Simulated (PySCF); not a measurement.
BH, SMILES [BH] (connectivity only; charge and spin as stated), neutral, multiplicity 1.

The structure is a stationary point at PBE0-D3(BJ)/def2-TZVPD.

Two levels are set side by side: PBE/def2-TZVPD (PySCF) and ωB97X/def2-TZVPD (PySCF). Same geometry, gas phase. Differences are taken from unrounded values.

```tsv
quantity	ωB97X
orbital gap (eV)	9.13
highest occupied level (eV)	-9.12
lowest empty level (eV)	0.01
dipole moment (D)	1.66
mean polarisability (bohr³)	23.5
```

### Question
What does PBE give, and how far is it from ωB97X? (An estimate is asked for; the answer gives what the named calculation found.)

### Answer

| quantity | PBE | PBE minus ωB97X |
|---|---|---|
| orbital gap (eV) | 2.04 | -7.09 |
| highest occupied level (eV) | -5.53 | 3.59 |
| lowest empty level (eV) | -3.49 | -3.50 |
| dipole moment (D) | 1.51 | -0.14 |
| mean polarisability (bohr³) | 23.8 | 0.2 |

PBE's occupied levels lie high since its potential decays too fast outside the molecule; exact exchange lowers them and widens the gap. Differences between two approximate levels are no errors against the true value.

Rough cost on one machine, each run with all the roots and properties that it gave: ωB97X against PBE within a factor of 2.
